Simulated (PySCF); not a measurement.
Species: C₄H₈F₃OSi (doublet state).
Z-matrix (Å and degrees, GFN2-xTB geometry), rows numbered from 1:
```
C 
C   1  1.5389
C   2  1.4876  1  112.31
O   3  1.3300  2  119.60  1    97.16
Si  4  1.6448  3  135.05  2  -174.36
C   3  1.4781  2  120.43  1   -67.61
F   6  1.3381  3  112.73  2   -25.41
F   6  1.3504  3  112.76  2  -146.58
F   6  1.3672  3  113.90  2    94.82
H   1  1.0868  2  109.53  3  -177.75
H   1  1.0869  2  110.32  3   -57.86
H   1  1.0869  2  110.59  3    62.52
H   2  1.0933  1  108.59  3  -121.39
H   2  1.0903  1  109.54  3   119.56
H   5  1.4543  4   96.70  3   170.86
H   5  1.4597  4  110.83  3    51.89
H   5  1.4607  4  109.12  3   -70.38
```

The hyperfine couplings belong to this conformer and change with its torsions.

As a line formula: `CC[C](O[SiH3])C(F)(F)F` [radical].

Method used: UKS B3LYP, pcH-1 on C F H O Si, non-relativistic, mean-field spin-orbit, GIAO (PySCF). One conformer (not necessarily the lowest) at the GFN2-xTB geometry, without solvent, vibrations or thermal averaging. The geometry wasn't refined by DFT: couplings that depend on bond lengths, twists or pyramidal angles can differ widely from those at the functional's own minimum. No stability test was run, so a lower SCF solution isn't excluded.

The largest Mulliken spin populations are on C3 (+0.82), O4 (+0.11) and C2 (-0.06). No atom but C3 exceeds +0.15. The angles at C3 add up to 358.3°, so it is nearly planar.

List the C–H protons on four-coordinate carbons next to a three-coordinate spin centre, with their couplings and θ (C–H bond against the normal to the plane of the centre's neighbours, projected along the bond that joins the two).

```json
{"β H": "H13", "on": "C2", "centre": "C3", "θ (°)": "44", "cos²θ": "0.51", "a (G)": "+18.16"}
{"β H": "H14", "on": "C2", "centre": "C3", "θ (°)": "74", "cos²θ": "0.07", "a (G)": "+3.35"}
```

Couplings in gauss use g_iso = 2.0029.
